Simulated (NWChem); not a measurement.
System: C4H7F; SMILES C=C(F)CC

NWChem input:

```
start job
memory heap 200 mb stack 900 mb global 1100 mb
geometry units angstroms noautosym nocenter noautoz
  C     -0.980138     1.556322    -0.170287
  C     -0.101362     0.582677     0.053748
  F      1.201578     0.798575    -0.185348
  C     -0.358312    -0.798421     0.553261
  C      0.113504    -1.881232    -0.412621
  H     -0.650125     2.529109    -0.538409
  H     -2.040873     1.390500     0.016840
  H     -1.433177    -0.899470     0.764012
  H      0.167555    -0.913239     1.518057
  H      1.186767    -1.772834    -0.626256
  H     -0.049047    -2.882831     0.011573
  H     -0.428636    -1.822751    -1.368724
end
basis spherical
  * library 6-31g*
end
dft
  xc b3lyp
  iterations 150
end
property
  shielding
end
task dft property
```

Excerpt of the output:

```
             Northwest Computational Chemistry Package (NWChem) 7.3.0
             --------------------------------------------------------

                             Geometry "geometry" -> ""
                             -------------------------

 Output coordinates in angstroms (scale by  1.889725989 to convert to a.u.)

  No.       Tag          Charge          X              Y              Z
 ---- ---------------- ---------- -------------- -------------- --------------
    1 C                    6.0000    -0.98013800     1.55632200    -0.17028700
    2 C                    6.0000    -0.10136200     0.58267700     0.05374800
    3 F                    9.0000     1.20157800     0.79857500    -0.18534800
    4 C                    6.0000    -0.35831200    -0.79842100     0.55326100
    5 C                    6.0000     0.11350400    -1.88123200    -0.41262100
    6 H                    1.0000    -0.65012500     2.52910900    -0.53840900
    7 H                    1.0000    -2.04087300     1.39050000     0.01684000
    8 H                    1.0000    -1.43317700    -0.89947000     0.76401200
    9 H                    1.0000     0.16755500    -0.91323900     1.51805700
   10 H                    1.0000     1.18676700    -1.77283400    -0.62625600
   11 H                    1.0000    -0.04904700    -2.88283100     0.01157300
   12 H                    1.0000    -0.42863600    -1.82275100    -1.36872400

 Effective nuclear repulsion energy (a.u.)     175.4835535104

                              NWChem Property Module
                              ----------------------

  itol2e modified to match energy
  convergence criterion.

                                 NWChem DFT Module
                                 -----------------

 Summary of "ao basis" -> "ao basis" (spherical)
 ------------------------------------------------------------------------------
       Tag                 Description            Shells   Functions and Types
 ---------------- ------------------------------  ------  ---------------------
 C                           6-31g*                  6       14   3s2p1d
 F                           6-31g*                  6       14   3s2p1d
 H                           6-31g*                  2        2   2s

  itol2e modified to match energy
  convergence criterion.

            General Information
            -------------------
          SCF calculation type: DFT
          Wavefunction type:  closed shell.
          No. of atoms     :    12
          No. of electrons :    40
           Alpha electrons :    20
            Beta electrons :    20
          Charge           :     0
          Spin multiplicity:     1
          Use of symmetry is: off; symmetry adaption is: off
          Maximum number of iterations: 150
          AO basis - number of functions:    84
                     number of shells:    44
          Convergence on energy requested:  1.00D-07
          Convergence on density requested:  1.00D-05
          Convergence on gradient requested:  5.00D-04

              XC Information
              --------------
                         B3LYP Method XC Potential
                     Hartree-Fock (Exact) Exchange  0.200
                        Slater Exchange Functional  0.800 local
                    Becke 1988 Exchange Functional  0.720 non-local
              Lee-Yang-Parr Correlation Functional  0.810
                  VWN I RPA Correlation Functional  0.190 local

[...]

          -----------------------------------------
          Chemical Shielding Tensors (GIAO, in ppm)
          -----------------------------------------

                                NWChem CPHF Module
                                ------------------

  scftype          =     RHF
  nclosed          =       20
  nopen            =        0
  variables        =     1280
  # of vectors     =        3
  tolerance        = 0.10D-03
  level shift      = 0.00D+00
  max iterations   =       50
  max subspace     =       30

 SCF residual:    1.5463682937180787E-004

Iterative solution of linear equations
  No. of variables     1280
  No. of equations        3
  Maximum subspace       30
        Iterations       50
       Convergence  1.0D-04

   iter   nsub   residual    time
   ----  ------  --------  ---------
     1      3    4.32D-01      41.3
     2      6    2.45D-02      44.8
     3      9    9.72D-04      48.4
     4     12    5.12D-05      51.7

      Atom:    1  C
        Diamagnetic
    267.6982     -1.8839     -1.7545
     -1.8839    266.4182     -5.2434
     -1.7545     -5.2434    251.2062

        Paramagnetic
   -213.2773    -42.3470     29.3148
    -42.3470   -157.8203     28.6856
     29.3148     28.6856   -100.9819

        Total Shielding Tensor
     54.4209    -44.2309     27.5602
    -44.2309    108.5980     23.4422
     27.5602     23.4422    150.2243

           isotropic =     104.4144
          anisotropy =      85.6497

          Principal Components and Axis System
                 1           2           3
              161.5142    131.7920     19.9370

      1         0.1067     -0.5421      0.8335
      2         0.3268      0.8108      0.4855
      3         0.9390     -0.2206     -0.2637

      Atom:    2  C
        Diamagnetic
    253.1261     -3.6954     -2.8911
     -3.6954    256.1851     -9.6885
     -2.8911     -9.6885    226.6788

        Paramagnetic
   -272.7865    -55.2000     35.8236
    -55.2000   -220.8729     35.7091
     35.8236     35.7091   -151.9891

        Total Shielding Tensor
    -19.6603    -58.8954     32.9325
    -58.8954     35.3121     26.0206
     32.9325     26.0206     74.6897

           isotropic =      30.1138
          anisotropy =      86.6924

          Principal Components and Axis System
                 1           2           3
               87.9088     71.7206    -69.2879

      1         0.0846     -0.5865      0.8055
      2         0.3641      0.7707      0.5229
      3         0.9275     -0.2491     -0.2788

      Atom:    3  F
        Diamagnetic
    490.5013      3.9195     -4.6139
      3.9195    467.5458     -0.0464
     -4.6139     -0.0464    466.8263

        Paramagnetic
   -208.6254     30.0322     27.7301
     30.0322   -257.4651     50.3933
     27.7301     50.3933    -87.6680

        Total Shielding Tensor
    281.8758     33.9517     23.1162
     33.9517    210.0807     50.3469
     23.1162     50.3469    379.1583

           isotropic =     290.3716
          anisotropy =     166.6168

          Principal Components and Axis System
                 1           2           3
              401.4495    281.4066    188.2588

      1         0.2601      0.9221     -0.2866
      2         0.2886      0.2090      0.9344
      3         0.9215     -0.3257     -0.2117

      Atom:    4  C
        Diamagnetic
    246.4234     -0.4743     -3.2422
     -0.4743    255.9007      1.9702
     -3.2422      1.9702    248.0911

        Paramagnetic
    -88.8418      4.2379     -0.8760
      4.2379    -82.4821     -7.4481
     -0.8760     -7.4481    -93.5426

        Total Shielding Tensor
    157.5816      3.7635     -4.1181
      3.7635    173.4185     -5.4779
     -4.1181     -5.4779    154.5486

           isotropic =     161.8495
          anisotropy =      21.3960

          Principal Components and Axis System
                 1           2           3
              176.1136    158.0663    151.3687

      1         0.2509      0.8337      0.4919
      2         0.9257     -0.3552      0.1299
      3        -0.2831     -0.4228      0.8609

      Atom:    5  C
        Diamagnetic
    244.7702     -2.2627     -2.1473
     -2.2627    253.8206      5.5343
     -2.1473      5.5343    248.6265

        Paramagnetic
    -76.7806     -1.5243      0.1556
     -1.5243    -71.6441      1.2252
      0.1556      1.2252    -68.8146

        Total Shielding Tensor
    167.9896     -3.7870     -1.9917
     -3.7870    182.1765      6.7595
     -1.9917      6.7595    179.8119

           isotropic =     176.6593
          anisotropy =      18.0647

          Principal Components and Axis System
                 1           2           3
              188.7025    174.2423    167.0333

      1        -0.1984      0.1200      0.9728
      2         0.7583     -0.6100      0.2299
      3         0.6210      0.7833      0.0300

      Atom:    6  H
        Diamagnetic
     27.5589      2.0711     -1.3062
      2.0711     39.8118     -5.7493
     -1.3062     -5.7493     24.9654

        Paramagnetic
     -1.0199     -4.6931      2.1081
     -4.6931     -9.1265      4.7422
      2.1081      4.7422      1.5796

        Total Shielding Tensor
     26.5390     -2.6220      0.8019
     -2.6220     30.6853     -1.0071
      0.8019     -1.0071     26.5451

           isotropic =      27.9231
          anisotropy =       6.4642

          Principal Components and Axis System
                 1           2           3
               32.2326     26.3390     25.1977

      1        -0.4334      0.1329      0.8914
      2         0.8749      0.2991      0.3808
      3        -0.2160      0.9449     -0.2459

      Atom:    7  H
        Diamagnetic
     41.7779     -0.0201     -2.5155
     -0.0201     27.2249     -1.2324
     -2.5155     -1.2324     23.5271

        Paramagnetic
    -13.3508     -2.5831      2.9556
     -2.5831      2.1731      0.7384
      2.9556      0.7384      2.9337

[...]
```

Level: B3LYP/6-31G* (spherical d), GIAO. Structure relaxed at the PBE0/def2-SVP level. The printed shielding anisotropy is the first printed principal value minus the mean of the other two.
